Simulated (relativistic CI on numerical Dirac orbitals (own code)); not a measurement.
# Ligand-field terms of d2

Computed with a parametric ligand-field model of a d^n configuration (Racah B and C, spin-orbit zeta, crystal field), exact diagonalisation.

Field parameters in Wybourne normalisation: Oh B⁴₀ = 21Dq, B⁴₄ = √(5/14) B⁴₀; Td as Oh with Dq negative (B⁴₀ = 21Dq, B⁴₄ = √(5/14) B⁴₀). The field is a parameter set, without covalency.

**Question.** Lowest levels for B = 640, C = 3210, ζ = 790 cm⁻¹, Oh, 10Dq = 17650 cm⁻¹?

**Answer.** E 0 (S 1.00), T2 56 (S 1.00), T1 1107 (S 1.00), A1 1600 (S 1.00), T2 11075 (S 0.06), E 11354 (S 0.02), A2 16600 (S 1.00), T2 16912 (S 0.98), T1 17200 (S 1.00) cm⁻¹, with S from ⟨S²⟩ = S(S + 1). The ground level has 0.04 electrons in the cubic e pair.

**Question.** Lowest levels for B = 1000, C = 3900, ζ = 670 cm⁻¹, Oh, 10Dq = 29700 cm⁻¹?

**Answer.** E 0 (S 1.00), T2 25 (S 1.00), T1 894 (S 1.00), A1 1309 (S 1.00), T2 14739 (S 0.01), E 14990 (S 0.01), A2 27765 (S 1.00), T2 27964 (S 1.00), T1 28269 (S 1.00) cm⁻¹, with S from ⟨S²⟩ = S(S + 1). The ground level has 0.03 electrons in the cubic e pair.

**Question.** Lowest levels for B = 720, C = 3250, ζ = 890 cm⁻¹, Td, 10Dq = -4200 cm⁻¹?

**Answer.** T2 0 (S 1.00), E 3888 (S 0.98), A2 4194 (S 1.00), T2 4443 (S 1.00), T1 4654 (S 1.00), T2 7286 (S 1.00), E 7673 (S 0.99), T1 8432 (S 1.00), A1 8801 (S 0.99) cm⁻¹, with S from ⟨S²⟩ = S(S + 1). The ground level has 1.91 electrons in the cubic e pair.

**Question.** Lowest levels for B = 920, C = 3400, ζ = 320 cm⁻¹, Oh, 10Dq = 32550 cm⁻¹?

**Answer.** E 0 (S 1.00), T2 5 (S 1.00), T1 406 (S 1.00), A1 601 (S 1.00), T2 12940 (S 0.00), E 13108 (S 0.00), A1 29104 (S 0.00), A2 30576 (S 1.00), T2 30660 (S 1.00) cm⁻¹, with S from ⟨S²⟩ = S(S + 1). The ground level has 0.02 electrons in the cubic e pair.

**Question.** Lowest levels for B = 630, C = 2850, ζ = 700 cm⁻¹, Oh, 10Dq = 16100 cm⁻¹?

**Answer.** E 0 (S 1.00), T2 50 (S 1.00), T1 988 (S 1.00), A1 1432 (S 1.00), T2 10244 (S 0.06), E 10523 (S 0.02), A2 15076 (S 1.00), T2 15358 (S 0.98), T1 15609 (S 1.00) cm⁻¹, with S from ⟨S²⟩ = S(S + 1). The ground level has 0.04 electrons in the cubic e pair.
